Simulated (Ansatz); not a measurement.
Gas-phase reaction in SMILES: FB(F)Cl [chloro(difluoro)borane] → F[B]Cl + F atom (the B-F bond at the site shown breaks; other sites are not compared here)
Structures are relaxed separately at B3LYP-D3(BJ)/def2-TZVP in Ansatz (a first-principles code). Frequencies are from Ansatz.

Wanted: bond dissociation energy (enthalpy at 298 K, with B3LYP-D3(BJ) rigid-rotor harmonic-oscillator terms), in kcal/mol. Valence correlation only, unless marked. Open shells are spin-unrestricted. Spin-orbit coupling is left out. No relativistic terms. Basis-set limits of correlation are two-point, X^-3; Hartree-Fock from the larger set.

CCSD(T)/CBS(cc-pV(T+d)Z,cc-pV(Q+d)Z) (Ansatz) gives 169.8 kcal/mol.

Question: Another calculation gave 167.6 kcal/mol. Which level was it?
A. r2SCAN0/def2-TZVPD (Ansatz)
B. HSE06/def2-TZVPD (Ansatz)
C. B97M-V/def2-TZVPD (Ansatz)
D. SVWN5/def2-TZVPD (Ansatz)

Answer: C, B97M-V/def2-TZVPD (Ansatz). The others give 191.0 (SVWN5), 163.6 (HSE06), 160.4 (r2SCAN0) kcal/mol.
